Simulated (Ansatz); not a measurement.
One change: `[SiH3]N[SiH2][SiH2]Cl` becomes `[SiH3]N[SiH2]Cl`.

Ansatz, PBE0-D4/def2-TZVP geometries, multiplicity 1. Each molecule was computed in one conformer, which needn't be the lowest.

| property | `[SiH3]N[SiH2][SiH2]Cl` |
| --- | --- |
| HOMO energy (PBE0/def2-TZVPP) / eV | -7.51 |
| LUMO energy (ωB97M-V/def2-TZVPP) / eV | 0.97 |
| size of the dipole moment (PBE/def2-TZVPP) / D | 1.61 |
| HOMO energy (B3LYP/def2-TZVPP) / eV | -7.30 |
| zero-point energy (PBE0-D4/def2-TZVP) / kJ/mol | 204.0 |
| HOMO–LUMO gap (ωB97M-V/def2-TZVPP) / eV | 10.66 |

(1) Give the same properties after the change, and the shifts. (Estimate.)

Answers

(1) The calculation gave: 
```json
{"property": "HOMO energy (PBE0/def2-TZVPP) / eV", "`[SiH3]N[SiH2]Cl`": "-8.03", "shift": "-0.52"}
{"property": "LUMO energy (ωB97M-V/def2-TZVPP) / eV", "`[SiH3]N[SiH2]Cl`": "1.52", "shift": "0.55"}
{"property": "size of the dipole moment (PBE/def2-TZVPP) / D", "`[SiH3]N[SiH2]Cl`": "1.76", "shift": "0.15"}
{"property": "HOMO energy (B3LYP/def2-TZVPP) / eV", "`[SiH3]N[SiH2]Cl`": "-7.79", "shift": "-0.49"}
{"property": "zero-point energy (PBE0-D4/def2-TZVP) / kJ/mol", "`[SiH3]N[SiH2]Cl`": "159.4", "shift": "-44.6"}
{"property": "HOMO–LUMO gap (ωB97M-V/def2-TZVPP) / eV", "`[SiH3]N[SiH2]Cl`": "11.82", "shift": "1.16"}
```

With PBE0 the HOMO falls by 0.52 eV and the LUMO rises by 0.66 eV, so the gap widens by about 1.18 eV. PBE moves the HOMO by -0.44 eV and ωB97M-V by -0.62 eV. The zero-point energy changes by -44.6 kJ/mol with -9 modes. Dipoles are sizes alone; their direction can turn.

B3LYP here is the variant with VWN-RPA as its local correlation; programs differ in this.
